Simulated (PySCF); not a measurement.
## Ca⁺ (calcium, charge +1): UHF calculation

Configuration: [Ar] 4p1, 2P determinant (an excited configuration). All numbers are calculated (PySCF 2.14, scalar relativity by spin-free X2C-1e, in x2c-QZVPPall with one added diffuse shell each of s, p, d, f type (12s8p5d4f, 89 functions)).

- Total energy: -679.339784 hartree
- One-electron energy: -924.5890 hartree
- Hartree (Coulomb) energy: 280.5764 hartree
- Exchange energy: -35.3273 hartree
- ⟨S²⟩: 0.7500
- ⟨L²⟩: 2.001
- Sum of ⟨r⟩: 17.28 bohr
- Sum of ⟨r²⟩: 38.69 bohr²
- Traceless quadrupole moment −½Σ⟨3z² − r²⟩ along its main axis: -9.27 e·bohr²
- Langevin diamagnetic susceptibility: -30.6 ×10⁻⁶ cm³/mol

| shell | electrons | mean orbital energy (eV) | spread (eV) | rms radius, mean of both spins (bohr) |
| --- | --- | --- | --- | --- |
| 1s α | 1 | -4092.8 | 0 | 0.0888 |
| 1s β | 1 | -4092.8 | 0 | 0.0888 |
| 2s α | 1 | -469.55 | 0 | 0.393 |
| 2s β | 1 | -469.52 | 0 | 0.393 |
| 2p α | 3 | -379.12 | 0.055 | 0.362 |
| 2p β | 3 | -379.07 | 0.067 | 0.362 |
| 3s α | 1 | -69.368 | 0 | 1.24 |
| 3s β | 1 | -69.244 | 0 | 1.24 |
| 3p α | 3 | -44.396 | 0.063 | 1.37 |
| 3p β | 3 | -44.259 | 0.271 | 1.37 |
| 4p α | 1 | -8.431 | 0 | 4.82 |

Densities and radii are taken from the X2C orbitals without a picture-change correction, which distorts them close to the nucleus.

Spin-orbit constants ζ (cm⁻¹) from the X2C one-electron operator on these orbitals: bare nucleus, nucleus screened by l(l+1)(2l+1)/3 electrons, and screened by the Breit-Pauli mean field of the electrons.

```json
{"shell": "2p", "bare": "21480", "screened nucleus": "19330", "mean field": "18360"}
{"shell": "3p", "bare": "2121", "screened nucleus": "1909", "mean field": "1797"}
{"shell": "4p", "bare": "125.6", "screened nucleus": "113.0", "mean field": "105.8"}
```

To first order the Landé constant is A = 105.8 cm⁻¹, so the lowest level has J = 1/2 and lies 0.0131 eV below the centre of the term.
